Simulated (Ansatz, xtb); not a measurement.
**Ligand exchange: BClF2 + CH4O → B(OH)F2 + CH3Cl**

Species: BClF2 (chlorodifluoroborane) `FB(F)Cl`, singlet; CH4O (methanol) `CO`, singlet; B(OH)F2 (difluorohydroxyborane), singlet; CH3Cl (chloromethane) `CCl`, singlet. The partners trade Cl for OH: B–Cl and C–OH bonds give way to B–OH and C–Cl.

Shapes, held fixed at every level: PBE0-D4/def2-TZVP. Programs: Ansatz 0.2.0, xtb 6.7.1. The zero-point and thermal change to 298 K, harmonic and unscaled (PBE0-D4/def2-TZVP), is 0.0 kJ/mol.

**The experiment to reproduce.** Tabulated heats of formation (Active Thermochemical Tables, NIST-JANAF tables): BClF2 -885.3 (JANAF); CH4O -200.7 (ATcT); B(OH)F2 -1083.7 (JANAF); CH3Cl -82.6 (ATcT) kJ/mol, which give ΔH(298 K) = -80.2 kJ/mol.

```tsv
level	kind	ΔH (kJ/mol)	computed − measured
GFN0-xTB	semi-empirical	-19.3	+60.9
r2SCAN-D4/def2-TZVPP	meta-GGA	-83.5	-3.2
BHLYP-D4/def2-TZVPP	global hybrid	-88.9	-8.6
wB97M-V/def2-TZVPP	range-separated hybrid	-84.6	-4.4
wB97X-V/def2-TZVPP	range-separated hybrid	-82.2	-1.9
B2PLYP/def2-TZVPP	double hybrid	-86.3	-6.0
CCSD(T)/def2-SVP	coupled cluster or CI	-76.6	+3.6
CCSD(T)/CBS estimate	coupled cluster or CI	-87.5	-7.3
```

Nearest: wB97X-V/def2-TZVPP (-1.9); farthest: GFN0-xTB (+60.9). 7 of 8 levels lie within 10 kJ/mol. The tabulated values of BClF2, B(OH)F2 are in doubt (older tables, estimates, or at odds with other calculations) and kept here. The CBS estimate extrapolates MP2 from def2-TZVPP and def2-QZVPP and adds CCSD(T) − MP2 in the triple-zeta set, cores frozen.
